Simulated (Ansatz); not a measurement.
CH6AlNO, SMILES `C[NH][AlH][OH]`, relaxed with RKS PBE-D4/def2-SVP in Ansatz from a rough embedded geometry. The force threshold is 0.03 eV/Å; the program also tests the step.

Total charge 0; spin multiplicity 1.

Start:

```xyz
10

C    -0.136   -1.318   -0.624
N     0.884   -0.385   -0.427
Al    0.384    0.821    0.946
O    -1.186    1.904    0.813
H     0.134   -2.067   -1.455
H    -0.330   -1.979    0.305
H    -1.133   -0.866   -0.910
H     0.941    0.205   -1.302
H     1.310    1.021    2.297
H    -0.868    2.663    0.357
```

(1) By how much does the energy fall, and how many steps does the optimiser take? (Estimate.)

(2) Which bonds change most? (Best estimate.)

(3) Give the relaxed structure. (An estimate is asked.)

## Answers

(1) Computed: 1.33 eV, in 23 steps, 2 of them rejected.

(2) The calculation gave: Al3–O4 from 1.912 to 1.720 Å; N2–Al3 from 1.895 to 1.791 Å; Al3–H9 from 1.650 to 1.586 Å; C1–N2 from 1.396 to 1.452 Å.

(3) Ansatz gave: 
```xyz
10

C    -0.356   -1.115   -0.837
N     0.714   -0.306   -0.282
Al    0.638    1.105    0.818
O    -0.851    1.739    1.399
H    -0.286   -2.190   -0.550
H    -1.340   -0.754   -0.469
H    -0.402   -1.079   -1.952
H     1.639   -0.623   -0.592
H     1.974    1.816    1.292
H    -1.732    1.406    1.173
```
